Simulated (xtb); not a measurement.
xtb input (GFN1-xTB):

```bash
xtb mol.xyz --gfn 1 --sp --chrg 0 --uhf 0
```
mol.xyz:
```
5

Si     0.01422753     0.01856213     0.44427836
F      0.06490164     0.08467479     2.02666233
Br     1.93531639    -0.78217367    -0.26289341
Br    -1.64579476    -1.30450894    -0.12638887
Br    -0.31190163     2.05748424    -0.30957080
```

Output:

```
           -------------------------------------------------
          |                Calculation Setup                |
           -------------------------------------------------

           -------------------------------------------------
          |                 G F N 1 - x T B                 |
           -------------------------------------------------

        Reference                      10.1021/acs.jctc.7b00118
      * Hamiltonian:
        H0-scaling (s, p, d)           1.850000    2.250000    2.000000
        zeta-weighting                 0.000000
      * Dispersion:
        s8                             2.400000
        a1                             0.630000
        a2                             5.000000
        s9                             0.000000
      * Repulsion:
        kExp                           1.500000
        rExp                           1.000000
      * Coulomb:
        alpha                          2.000000
        third order                    atomic
        anisotropic                    false
      * Halogen bond correction:
        rad-scale                      1.300000
        damping                        0.440000

          ...................................................
          :                      SETUP                      :
          :.................................................:
          :  # basis functions                  44          :
          :  # atomic orbitals                  40          :
          :  # shells                           14          :
          :  # electrons                        32          :
          :  # halogen bonds                     0          :
          :  max. iterations                   250          :
          :  Hamiltonian                  GFN1-xTB          :
          :  restarted?                      false          :
          :  GBSA solvation                  false          :
          :  PC potential                    false          :
          :  electronic temp.          300.0000000     K    :
          :  accuracy                    1.0000000          :
          :  -> integral cutoff          0.2500000E+02      :
          :  -> integral neglect         0.1000000E-07      :
          :  -> SCF convergence          0.1000000E-05 Eh   :
          :  -> wf. convergence          0.2000000E-04 e    :
          :  Broyden damping             0.4000000          :
          :  net charge                          0          :
          :  unpaired electrons                  0          :
          ...................................................

 iter      E             dE          RMSdq      gap      omega  full diag
   1    -18.9501843 -0.189502E+02  0.763E+00    6.13       0.0  T
   2    -18.9512116 -0.102737E-02  0.442E+00    6.24       1.0  T
   3    -18.9179239  0.332877E-01  0.191E+00    5.99       1.0  T
   4    -18.9542068 -0.362829E-01  0.255E-01    6.20       1.0  T
   5    -18.9541741  0.327038E-04  0.727E-02    6.19       1.0  T
   6    -18.9542170 -0.429157E-04  0.417E-03    6.19      10.7  T
   7    -18.9542172 -0.182784E-06  0.248E-04    6.19     180.6  T
   8    -18.9542172 -0.557794E-09  0.239E-05    6.19    1873.0  T
   9    -18.9542172 -0.686384E-11  0.331E-06    6.19   13495.7  T

   *** convergence criteria satisfied after 9 iterations ***

         #    Occupation            Energy/Eh            Energy/eV
      -------------------------------------------------------------
         1        2.0000           -0.8287919             -22.5526
       ...           ...                  ...                  ...
        10        2.0000           -0.4764122             -12.9638
        11        2.0000           -0.4583605             -12.4726
        12        2.0000           -0.4555919             -12.3973
        13        2.0000           -0.4555919             -12.3973
        14        2.0000           -0.4432234             -12.0607
        15        2.0000           -0.4432234             -12.0607
        16        2.0000           -0.4368958             -11.8885 (HOMO)
        17                         -0.2092558              -5.6941 (LUMO)
        18                         -0.1736018              -4.7239
        19                         -0.1736018              -4.7239
        20                         -0.1705163              -4.6400
        21                         -0.1130366              -3.0759
       ...                                ...                  ...
        40                          1.0676939              29.0534
      -------------------------------------------------------------
                  HL-Gap            0.2276400 Eh            6.1944 eV
             Fermi-level           -0.3230758 Eh           -8.7913 eV

 SCC (total)                   0 d,  0 h,  0 min,  0.008 sec
 SCC setup                      ...        0 min,  0.000 sec (  0.858%)
 Dispersion                     ...        0 min,  0.000 sec (  0.319%)
 classical contributions        ...        0 min,  0.000 sec (  0.154%)
 integral evaluation            ...        0 min,  0.002 sec ( 27.566%)
 iterations                     ...        0 min,  0.002 sec ( 26.389%)
 molecular gradient             ...        0 min,  0.004 sec ( 43.351%)
 printout                       ...        0 min,  0.000 sec (  1.187%)

         :::::::::::::::::::::::::::::::::::::::::::::::::::::
         ::                     SUMMARY                     ::
         :::::::::::::::::::::::::::::::::::::::::::::::::::::
         :: total energy             -18.882831522554 Eh    ::
         :: gradient norm              0.040525310990 Eh/a0 ::
         :: HOMO-LUMO gap              6.194399649588 eV    ::
         ::.................................................::
         :: SCC energy               -18.954217191756 Eh    ::
         :: -> electrostatic           0.016377000295 Eh    ::
         :: repulsion energy           0.074256554926 Eh    ::
         :: dispersion energy         -0.002870885723 Eh    ::
         :: halogen bond corr.         0.000000000000 Eh    ::
         :: add. restraining           0.000000000000 Eh    ::
         :: total charge               0.000000000000 e     ::
         :::::::::::::::::::::::::::::::::::::::::::::::::::::

           -------------------------------------------------
          |                Property Printout                |
           -------------------------------------------------

    * Orbital Energies and Occupations

         #    Occupation            Energy/Eh            Energy/eV
      -------------------------------------------------------------
         1        2.0000           -0.8287919             -22.5526
       ...           ...                  ...                  ...
         4        2.0000           -0.7123881             -19.3851
         5        2.0000           -0.5778634             -15.7245
         6        2.0000           -0.5403871             -14.7047
         7        2.0000           -0.5403871             -14.7047
         8        2.0000           -0.5207268             -14.1697
         9        2.0000           -0.4764122             -12.9638
        10        2.0000           -0.4764122             -12.9638
        11        2.0000           -0.4583605             -12.4726
        12        2.0000           -0.4555919             -12.3973
        13        2.0000           -0.4555919             -12.3973
        14        2.0000           -0.4432234             -12.0607
        15        2.0000           -0.4432234             -12.0607
        16        2.0000           -0.4368958             -11.8885 (HOMO)
        17                         -0.2092558              -5.6941 (LUMO)
        18                         -0.1736018              -4.7239
Note: The following floating-point exceptions are signalling: IEEE_DENORMAL
normal termination of xtb
        19                         -0.1736018              -4.7239
        20                         -0.1705163              -4.6400
        21                         -0.1130366              -3.0759
        22                         -0.1130366              -3.0759
        23                         -0.1029145              -2.8004
        24                         -0.1002796              -2.7287
        25                         -0.1002796              -2.7287
        26                         -0.0881329              -2.3982
        27                         -0.0881032              -2.3974
       ...                                ...                  ...
        40                          1.0676939              29.0534
      -------------------------------------------------------------
                  HL-Gap            0.2276400 Eh            6.1944 eV
             Fermi-level           -0.3230758 Eh           -8.7913 eV

  Mulliken/CM5 charges         n(s)   n(p)   n(d)
     1Si    0.46322  0.25085   1.038  1.318  1.181
     2F    -0.24629 -0.22634   1.760  5.486  0.000
     3Br   -0.07231 -0.00817   1.911  5.179 -0.018
     4Br   -0.07231 -0.00817   1.911  5.179 -0.018
     5Br   -0.07231 -0.00817   1.911  5.179 -0.018

Wiberg/Mayer (AO) data.
largest (>0.10) Wiberg bond orders for each atom

 ---------------------------------------------------------------------------
     #   Z sym  total        # sym  WBO       # sym  WBO       # sym  WBO
 ---------------------------------------------------------------------------
     1  14 Si   5.108 --     3 Br   1.295     4 Br   1.295     5 Br   1.295
                             2 F    1.224
     2   9 F    1.294 --     1 Si   1.224
     3  35 Br   1.407 --     1 Si   1.295
     4  35 Br   1.407 --     1 Si   1.295
     5  35 Br   1.407 --     1 Si   1.295
 ---------------------------------------------------------------------------

Topologies differ in total number of bonds
Writing topology from bond orders to xtbtopo.mol

 dipole moment from electron density (au)
     X       Y       Z
  -0.0018  -0.0024  -0.0576  total (Debye):    0.146

           -------------------------------------------------
          | TOTAL ENERGY              -18.882831522554 Eh   |
          | GRADIENT NORM               0.040525310990 Eh/α |
          | HOMO-LUMO GAP               6.194399649588 eV   |
           -------------------------------------------------

------------------------------------------------------------------------
------------------------------------------------------------------------
 total:
 SCF:
```
